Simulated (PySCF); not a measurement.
**Field gradients at the hydrogen positions**

Species: 2-vinylanisole, C9H10O.
Structure used (PBE0-D3(BJ)/def2-SVP), in Å, numbered top down from 1:
```
atom  x, y, z in Å
C1     2.976   -1.307    0.746
C2     1.683   -1.150    0.434
C3     0.923    0.104    0.476
C4     1.533    1.361    0.549
C5     0.793    2.539    0.590
C6    -0.597    2.473    0.547
C7    -1.240    1.239    0.464
C8    -0.491    0.058    0.429
O9    -1.046   -1.170    0.357
C10   -2.438   -1.289    0.282
H11    3.600   -0.481    1.097
H12    3.454   -2.286    0.668
H13    1.107   -2.026    0.125
H14    2.624    1.412    0.558
H15    1.300    3.504    0.644
H16   -1.194    3.387    0.573
H17   -2.329    1.204    0.430
H18   -2.845   -0.791   -0.616
H19   -2.935   -0.873    1.175
H20   -2.658   -2.363    0.222
```

Level: PBE0/pcSseg-1 (PySCF, non-relativistic); Q(2H) = 0.00286 b; rigid geometry, the same for H and D, with no vibrational averaging.

Question: Rank these positions by the coupling χzz of a deuteron there, largest first.
A. H11 (vinylic hydrogen)
B. H13 (vinylic hydrogen)
C. H20 (methyl hydrogen)
D. H19 (methyl hydrogen)

Answer: A (206 kHz), B (200 kHz), C (194 kHz), D (185 kHz).

Q: What are Vzz, η and χzz (234.96 MHz × Q × Vzz) at all hydrogens?

A: 
```json
{"atom": "H11", "bonded to": "C1", "bond length (Å)": "1.094", "Vzz (au)": "0.3065", "η": "0.06", "χzz (kHz)": "206"}
{"atom": "H12", "bonded to": "C1", "bond length (Å)": "1.092", "Vzz (au)": "0.3089", "η": "0.06", "χzz (kHz)": "208"}
{"atom": "H13", "bonded to": "C2", "bond length (Å)": "1.093", "Vzz (au)": "0.2979", "η": "0.06", "χzz (kHz)": "200"}
{"atom": "H14", "bonded to": "C4", "bond length (Å)": "1.092", "Vzz (au)": "0.3040", "η": "0.07", "χzz (kHz)": "204"}
{"atom": "H15", "bonded to": "C5", "bond length (Å)": "1.092", "Vzz (au)": "0.3067", "η": "0.08", "χzz (kHz)": "206"}
{"atom": "H16", "bonded to": "C6", "bond length (Å)": "1.093", "Vzz (au)": "0.3045", "η": "0.07", "χzz (kHz)": "205"}
{"atom": "H17", "bonded to": "C7", "bond length (Å)": "1.090", "Vzz (au)": "0.3095", "η": "0.10", "χzz (kHz)": "208"}
{"atom": "H18", "bonded to": "C10", "bond length (Å)": "1.104", "Vzz (au)": "0.2743", "η": "0.08", "χzz (kHz)": "184"}
{"atom": "H19", "bonded to": "C10", "bond length (Å)": "1.104", "Vzz (au)": "0.2747", "η": "0.08", "χzz (kHz)": "185"}
{"atom": "H20", "bonded to": "C10", "bond length (Å)": "1.097", "Vzz (au)": "0.2888", "η": "0.08", "χzz (kHz)": "194"}
```

Q: How does χzz go with the bond length over the 10 C–H bonds?

A: A straight-line fit has a slope of -17.2 kHz for each 0.01 Å, with a correlation coefficient of -0.97, over lengths from 1.090 to 1.104 Å. The longer bonds have the smaller couplings here.

Geometry: PBE0-D3(BJ)/def2-SVP, one conformer, isolated molecule. The small basis limits the accuracy of the gradients.

The run behind these numbers computed NMR shieldings as well. Time: 45 s. Hardware: one thread, Arm Neoverse V1, no GPU (shared host).
